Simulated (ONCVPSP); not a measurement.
## Reading a pseudo-wave (Al (Z = 13))

Columns: radius, all-electron u(r) and pseudo u(r) of the 3p shell (level -3.02 eV) of aluminium in the configuration [Ne] 3s1.5 3p1.5; PBEsol, scalar-relativistic, ONCV scheme, ONCVPSP 4.0.1.

```tsv
r (bohr)	all-electron	pseudo
0.115	-0.0910	0.0030
0.230	-0.1871	0.0118
0.345	-0.2204	0.0265
0.460	-0.2015	0.0468
0.575	-0.1503	0.0725
0.690	-0.0823	0.1031
0.805	-0.0074	0.1379
0.920	0.0682	0.1762
1.035	0.1407	0.2170
1.150	0.2082	0.2595
1.265	0.2695	0.3022
1.380	0.3245	0.3440
1.495	0.3732	0.3839
1.610	0.4159	0.4210
1.725	0.4525	0.4544
1.840	0.4833	0.4838
1.955	0.5086	0.5086
2.070	0.5287	0.5287
2.185	0.5441	0.5441
2.300	0.5551	0.5551
2.415	0.5623	0.5623
2.530	0.5660	0.5660
2.645	0.5667	0.5667
2.760	0.5646	0.5646
2.875	0.5602	0.5601
2.990	0.5537	0.5537
```

**Question.** How many radial nodes do the two functions have?

**Answer.** The all-electron 3p function has n − l − 1 = 1; the pseudo-wave has 0, since the states of the same l below it are removed with the core.

**Question.** At about which radius was the pseudo-wave matched?

**Answer.** 2.10 bohr. The columns agree to 0.0005 from 1.96 bohr on; several derivatives are matched, so the curves merge somewhat inside the radius.

**Question.** Where does each function peak?

**Answer.** Outermost all-electron maximum near 2.65 bohr, pseudo maximum near 2.65 bohr (to the table’s step).

**Question.** Is the pseudo-wave norm-conserving?

**Answer.** Yes: the ONCV scheme keeps the norm inside the radius equal to the all-electron one, which fixes the energy derivative of the logarithmic derivative at the level.
